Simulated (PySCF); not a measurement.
A structure optimised at PBE-D3(BJ)/def2-SVP, used in a PySCF frequency run:

```
C
F 1 1.3387
C 1 1.3429 2 123.31
F 3 1.3387 1 123.31 2 0.00
H 1 1.1016 2 114.96 3 180.00
H 3 1.1016 4 114.96 1 180.00
```

Task: Write its SMILES, formula and point group.

Result: F/C=C\F, C2H2F2, C2v

Task: What are its rotational constants (standard atomic weights)?

Result: 21.451, 5.6680, 4.4834 GHz
